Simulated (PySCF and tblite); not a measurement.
Molecule: C6H10F2, numbered as in [CH3:1][C@H:2]1[CH2:3][CH2:4][C:5]([F:6])([F:7])[CH2:8]1; H named by carrier, a and b as here (phase angle P 144°, Å):

```
C1       1.825   -0.683    0.114
C2       0.860    0.484   -0.079
C3      -0.020    0.289   -1.326
C4      -1.245   -0.470   -0.826
C5      -1.498    0.154    0.541
F6      -2.143   -0.702    1.386
F7      -2.343    1.223    0.435
C8      -0.137    0.586    1.093
H1a      2.502   -0.758   -0.734
H1b      2.421   -0.539    1.012
H1c      1.283   -1.621    0.208
H2       1.442    1.403   -0.165
H3a      0.504   -0.247   -2.115
H3b     -0.332    1.260   -1.715
H4a     -2.114   -0.365   -1.472
H4b     -1.031   -1.530   -0.686
H8a     -0.215    1.602    1.477
H8b      0.139   -0.071    1.917
```

The ring 2–3–4–5–8 is held at Altona–Sundaralingam phase angles P (ν_j = ν_max cos(P + 144°(j − 2)), ν_j about the bond from ring atom j to j + 1, counted from 0) and the rest relaxed at GFN2-xTB. Energies: PBE0/pcSseg-1 + D3(BJ), IEF-PCM chloroform. Couplings: B3LYP/6-31G* with H pcJ-1 F pcJ-1, gas phase, for ¹H, ¹⁹F. Programs: tblite and PySCF.

One held structure gave ³J(F7,H8b) = 25.9, ³J(F6,H4a) = -1.9, ³J(F6,H8a) = -1.7, ³J(F7,H4b) = 25.5, ³J(F7,H8a) = 14.0, ³J(H3b,H4b) = 8.1, ³J(F6,H4b) = 10.2, ³J(F6,H8b) = 7.6 Hz. Computed couplings to fluorine can be off by tens of per cent at such levels.

At which phase angle P was it held?
A. 216°
B. 144°
C. 72°
D. 360°
E. 288°

A. It lies 0.97 kcal/mol above the lowest point.
